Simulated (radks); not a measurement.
Yb4+, 66 electrons, occupied as [Xe] 4f10 6s2 (not the ground configuration). Method: Dirac Kohn-Sham, PBE, spin-unpolarised, spherical densities, point nucleus; open shells fill j = l - 1/2 first; computed with a radial shooting solver on a logarithmic mesh with Libxc functionals.

Spin-orbit splittings of the eigenvalues, e(l+1/2) - e(l-1/2), with zeta = 2 splitting/(2l+1) and mean radii in bohr:

shell	occ.	splitting (eV)	zeta (eV)	<r> j=l-1/2	<r> j=l+1/2
2p	6	1047	697.9	0.06873	0.07623
3p	6	222.1	148.1	0.2061	0.2201
3d	10	48.47	19.39	0.1936	0.1979
4p	6	51.13	34.09	0.4924	0.5236
4d	10	9.460	3.784	0.5446	0.5553
4f	10	1.632	0.4662	0.6436	0.6512
5p	6	8.416	5.611	1.217	1.296
5d	0	1.028	0.4111	1.638	1.669
5f	0	0.06367	0.01819	3.045	3.059
6p	0	1.717	1.144	2.780	2.915
